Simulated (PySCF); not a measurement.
Excitations are Tamm–Dancoff values on a coarser integration grid. The basis has no diffuse functions, so Rydberg states are missing or too high.

Cartesian coordinates (Å):
SMILES: Bc1ccc2cccc-2cc1
```xyz
20

B      3.5408     0.1390    -0.1419
C      1.9927     0.0782    -0.0801
C      1.3116     1.3142    -0.0560
C     -0.0540     1.5904    -0.0018
C     -1.1272     0.7060     0.0434
C     -2.4836     1.0548     0.0970
C     -3.2410    -0.1272     0.1302
C     -2.3932    -1.2462     0.0989
C     -1.0683    -0.7922     0.0446
C      0.0710    -1.5897     0.0009
C      1.4106    -1.2073    -0.0537
H      4.1085     1.2067    -0.1678
H      4.1905    -0.8808    -0.1646
H      1.9597     2.1950    -0.0842
H     -0.3261     2.6516     0.0065
H     -2.8709     2.0730     0.1101
H     -4.3308    -0.1700     0.1741
H     -2.6994    -2.2917     0.1137
H     -0.1170    -2.6690     0.0110
H      2.1259    -2.0346    -0.0802
```
Charge 0, multiplicity 1.

### Question
Predict the T1 excitation (TDA), dipole moment and HOMO–LUMO gap from PBE0-D3(BJ)/def2-TZVP // PBE0-D3(BJ)/def2-SVP run with PySCF.

### Answer

```json
{
  "T1 excitation (TDA)": "1.47 eV",
  "dipole_moment": "0.210 e·Å",
  "HOMO–LUMO gap": "2.97 eV"
}
```
